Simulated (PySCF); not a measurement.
C7H12S.
Atom-mapped SMILES: `[CH3:1][S:2][C@H:3]1[CH2:4][CH2:5][C:6]12[CH2:7][CH2:8]2` (hydrogens: H9, H10, H11 on C1; H12 on C3; H13, H14 on C4; H15, H16 on C5; H17, H18 on C7; H19, H20 on C8)

Geometry (PBE0-D3(BJ)/def2-SVP, Å), atoms numbered from 1 in this order:
```xyz
20
C7H12S angstrom
C      2.8042    1.4996   -0.4082
S      1.1313    1.6110    0.2590
C      0.5600   -0.0672   -0.0698
C      0.8877   -1.2055    0.9235
C     -0.5812   -1.6741    0.8337
C     -0.9207   -0.3312    0.1955
C     -2.0964    0.0652   -0.6301
C     -1.8978    0.6662    0.7329
H      2.7925    1.2519   -1.4809
H      3.4072    0.7562    0.1342
H      3.2702    2.4867   -0.2810
H      0.8307   -0.3351   -1.1054
H      1.1307   -0.7943    1.9138
H      1.6691   -1.9196    0.6254
H     -0.7168   -2.5152    0.1354
H     -1.0873   -1.9152    1.7808
H     -2.8956   -0.6699   -0.7640
H     -1.9121    0.7043   -1.4988
H     -1.5843    1.7131    0.7884
H     -2.5537    0.3425    1.5466
```

Method used: PySCF, TDDFT wB97X-D/def2-SVPD, vertical, gas phase, core orbitals frozen in the response.

Transition dipole moments from the ground state, in atomic units and in the frame of the coordinates above (overall signs are arbitrary), for the states with f of 0.002 or more among the lowest 6:

```tsv
state	E (eV)	μx	μy	μz
S2	6.385	0.224	-0.227	0.322
S3	6.634	0.027	0.020	0.187
S4	6.894	-0.145	0.165	0.316
S5	7.405	-0.127	-0.032	-0.103
S6	7.708	0.014	-0.328	0.014
```

**Question.** What oscillator strength does each state have?

**Answer.** f = (2/3) ΔE |μ|² with ΔE in hartree (27.2114 eV).

```tsv
state	|μ|² (au)	|μ| (D)	f
S2	0.205	1.15	0.032
S3	0.036	0.48	0.006
S4	0.148	0.98	0.025
S5	0.028	0.42	0.005
S6	0.108	0.83	0.020
```

**Question.** What angle do the transition dipoles of S4 and S6 make?

**Answer.** |cos θ| = |μa·μb| / (|μa| |μb|) = 0.41, so θ ≈ 66° (taken between 0 and 90°, since the signs are arbitrary).

**Question.** What peak molar absorption coefficient would the strongest computed level give as a lone Gaussian band 0.5 eV wide at half height?

**Answer.** ε(max) = 2.175×10⁸ f / FWHM, with the width in cm⁻¹. S2: 2.175×10⁸ × 0.0321 / 4033 ≈ 1700 L mol⁻¹ cm⁻¹.

One conformer stands for the species.

Without π bonds the low states may be Rydberg-like; a valence basis with one diffuse set may place them up to an eV too high.
